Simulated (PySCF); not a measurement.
**How methods differ on the ionisation energy of Mo²⁵⁺**

Mo²⁵⁺ [Ne] 3s2 3p5 (2P) → Mo²⁶⁺ [Ne] 3s2 3p4 (3P), as a difference of total energies. All numbers are calculated (PySCF 2.14, the spin-free X2C one-electron Hamiltonian (Gaussian nucleus), in an even-tempered Gaussian basis (18 s from 2.9 bohr⁻², ratio 2.5; 12 p from 3.8 bohr⁻², ratio 2.5; 5 d from 19 bohr⁻², ratio 2.7; 4 f from 28 bohr⁻², ratio 2.7)). Correlated levels: outer shells: 1s2 frozen; virtual orbitals above 40 to 60 times the deepest correlated orbital energy dropped. The calculations carry no spin-orbit coupling.

| method | ionisation energy (eV) |
| --- | --- |
| UHF | 1327.8 |
| MP2 (outer shells) | 1328.8 |
| SCS-MP2 (outer shells) | 1328.8 |
| CCSD (outer shells) | 1328.8 |
| CCSD(T) (outer shells) | 1328.8 |

Spin-orbit coupling is strong in these open shells (close to jj coupling). The scalar numbers leave it out and a first-order estimate fails, so it can dominate the gap to the real levels.

Breit and QED terms and the two-electron picture change are absent.

For comparison: 1319.6 ± 1.4 eV (semi-empirical (NIST evaluation); NIST Atomic Spectra Database, ionization energies).
